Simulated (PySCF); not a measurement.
Identify the unknown among the candidates.

All candidates are C6H12SSi2.

* Valence photoelectron: vertical ionisation energy: 8.70 eV [ΔSCF CAM-B3LYP/def2-SVPD]
* Rotational structure: rotational constants A, B, C: 2.556, 0.357, 0.343 GHz [PBE0-D3(BJ)/def2-SVP]
* UV, first state: lowest singlet excitation: 5.51 eV (225 nm, f = 0.216) [TDDFT CAM-B3LYP/def2-SVPD]
* Polarisability: 144.0 au [CAM-B3LYP/def2-SVPD]
* 1H NMR: chemical shifts (computed TMS as zero) by class: 7.40 (1 H), 7.32 (1 H), 7.07 (1 H), 4.57 (2 H), 3.83 (3 H), 0.72 (2 H), 0.65 (2 H) ppm [GIAO B3LYP/pcSseg-1]
* NMR, other nuclei: isotropic shieldings of nuclei other than C and H, by class: 376 (1 Si), 399 (1 Si), 220 (1 S) ppm [GIAO B3LYP/pcSseg-1]
* 13C NMR: chemical shifts (computed TMS as zero) by class: 142.6 (1 C), 142.1 (1 C), 141.9 (1 C), 132.6 (1 C), 13.9 (1 C), 4.7 (1 C) ppm [GIAO B3LYP/pcSseg-1]

Gas-phase values; electronic properties from PySCF, density fitting. Levels stand in brackets. Isolated species at its PBE0-D3(BJ)/def2-SVP geometry (one conformer only). Each NMR value is the plain mean over a class of atoms that symmetry, rotation or inversion makes alike.

Question: Which candidate is it?
A. `C=C(C)CC#C[SiH2]S[SiH3]`
B. `[SiH3]CC[SiH2]c1cccs1`
C. `CC[Si@H]([SiH3])c1cccs1`

Answer: B. It is `[SiH3]CC[SiH2]c1cccs1`. Numbering: `[SiH3:1][CH2:2][CH2:3][SiH2:4][c:5]1[cH:6][cH:7][cH:8][s:9]1`. Its formula, C6H12SSi2, gives 3 degrees of unsaturation: 1 ring and 2 π bonds in the structure found (Kekulé form). 6 carbons fall into 6 classes; from least to most shielded: aromatic CH carbon [C6] (142.6 ppm), aromatic CH next to a ring sulfur [C8] (142.1 ppm), substituted aromatic carbon [C5] (141.9 ppm), aromatic CH carbon [C7] (132.6 ppm), chain sp3 carbon bound to silicon [C3] (13.9 ppm), chain sp3 carbon bound to silicon [C2] (4.7 ppm). Hydrogen classes from least to most shielded: 1 H on an aromatic CH next to a ring sulfur, C8 (7.40 ppm), 1 H on an aromatic CH carbon, C6 (7.32 ppm), 1 H on an aromatic CH carbon, C7 (7.07 ppm), 2 H on an SiH2 silicon, Si4 (4.57 ppm), 3 H on an SiH3 silicon, Si1 (3.83 ppm), 2 H on an sp3 carbon bound to silicon, C3 (0.72 ppm), 2 H on an sp3 carbon bound to silicon, C2 (0.65 ppm). The other shieldings belong to: 376 ppm, SiH2 silicon [Si4]; 399 ppm, SiH3 silicon [Si1]; 220 ppm, thiophene-type sulfur [S9]. The first electron is taken from the HOMO, whose largest Löwdin shares are 0.26 on the substituted aromatic carbon, 0.24 on the aromatic CH next to a ring sulfur, 0.14 on an aromatic CH carbon and 0.13 on an aromatic CH carbon. The optimised geometry has point group C1 and is an asymmetric top.

The others, at the same levels:
- `C=C(C)CC#C[SiH2]S[SiH3]` fails: its computed 13C shifts are 151.7 (1 C), 120.9 (1 C), 120.5 (1 C), 82.4 (1 C), 32.8 (1 C), 24.0 (1 C) ppm, 1H shifts are 5.00 (1 H), 4.99 (1 H), 4.85 (2 H), 4.50 (3 H), 2.95 (2 H), 2.00 (3 H) ppm and lowest singlet excitation is 5.66 eV (219 nm, f = 0.000) (against 5.51 eV).
- `CC[Si@H]([SiH3])c1cccs1` fails: its computed 13C shifts are 142.4 (1 C), 142.3 (1 C), 141.5 (1 C), 133.2 (1 C), 11.7 (1 C), 9.7 (1 C) ppm, 1H shifts are 7.40 (1 H), 7.32 (1 H), 7.09 (1 H), 4.70 (1 H), 3.35 (3 H), 1.10 (3 H), 0.98 (1 H), 0.85 (1 H) ppm and vertical ionisation energy is 8.49 eV (against 8.70 eV).

Each candidate is one conformer, not necessarily the lowest. Dipoles, sizes and rotational constants follow the conformer. The torsions of the flexible species, by atom-mapped SMILES:
- `[SiH3:1][CH2:2][CH2:3][SiH2:4][c:5]1[cH:6][cH:7][cH:8][s:9]1`: Si1–C2–C3–Si4 180°, C2–C3–Si4–C5 179°, C3–Si4–C5–C6 106°
- `[CH2:1]=[C:2]([CH3:3])[CH2:4][C:5]#[C:6][SiH2:7][S:8][SiH3:9]`: C1–C2–C4–C5 121°, C6–Si7–S8–Si9 -49°
- `[CH3:1][CH2:2][Si@H:3]([SiH3:4])[c:5]1[cH:6][cH:7][cH:8][s:9]1`: C1–C2–Si3–Si4 177°, C2–Si3–C5–C6 -137°
